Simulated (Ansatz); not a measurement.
Consider the ligand exchange at the Si–C bond: `F[SiH2]CBr` + `N[Si](O)(O)F` → `O[Si](O)(F)N[SiH2]F` + `CBr`.

Calculated with Ansatz (gas phase, PBE0-D4/def2-TZVP geometries, no zero-point term in ΔE). CCSD(T)/CBS adds triple-zeta CCSD(T) − MP2 to the extrapolated MP2 energy (def2 sets, frozen cores). DFT in def2-TZVPP. For Br outer-core shells are correlated without core-valence functions, which leaves a few kJ/mol of doubt a bond. Scalar relativity is left out up to krypton. Each species was taken in one conformer, which may not be the lowest.

`F[SiH2]CBr`:

```xyz
8

F    -1.305    1.568    0.170
Si   -0.751    0.118    0.543
C     0.656   -0.314   -0.605
Br    2.142    0.907   -0.327
H    -0.289    0.131    1.948
H    -1.858   -0.853    0.345
H     0.373   -0.236   -1.655
H     1.031   -1.321   -0.418
```

`N[Si](O)(O)F`:

Cartesian coordinates in Å:
```
N -0.295 0.976 -0.936
Si 0.275 -0.208 0.121
O -0.723 -1.481 -0.076
O 0.383 0.378 1.637
F 1.760 -0.717 -0.151
H 0.069 1.913 -0.921
H -0.671 0.726 -1.835
H -0.381 -2.344 0.157
H -0.417 0.757 2.003
```

`O[Si](O)(F)N[SiH2]F`:

```xyz
12

O    -1.718    0.598   -1.587
Si   -0.337   -0.050   -1.042
O     0.785    0.240   -2.186
F    -0.462   -1.622   -0.829
N     0.018    0.566    0.505
Si    0.325   -0.260    1.974
F     1.844   -0.763    2.052
H    -1.850    0.618   -2.536
H     1.659   -0.134   -2.067
H     0.120    1.571    0.549
H     0.138    0.697    3.087
H    -0.521   -1.463    2.079
```

`CBr`:

Z-matrix (Å, degrees):
```
C
Br 1 1.933
H 1 1.086 2 108.0
H 1 1.086 2 108.0 3 -120.0
H 1 1.086 2 108.0 3 120.0
```

| level | ΔE (kJ/mol) |
| --- | --- |
| r2SCAN-D4 | -81.3 |
| MP2/def2-QZVPP | -82.3 |

**Question.** What does CCSD(T)/CBS give? (An estimate is asked.)

**Answer.** Computed: -80.8 kJ/mol. The listed levels differ from it by -0.5, -1.5 kJ/mol.

Largest T1 diagnostic among the species: 0.011.

In def2-TZVPP, CCSD(T) changes the Hartree–Fock value by +8.5 kJ/mol (the triples alone add +0.8 kJ/mol) and MP2 by +8.1 kJ/mol. From PBE to PBE0 (25 % exact exchange), in def2-TZVPP and without D4, ΔE moves by −3.1 kJ/mol.

CCSD(T)/CBS has its own doubt, a few kJ/mol and more with outer-core shells, so smaller differences from it don't rank the levels.
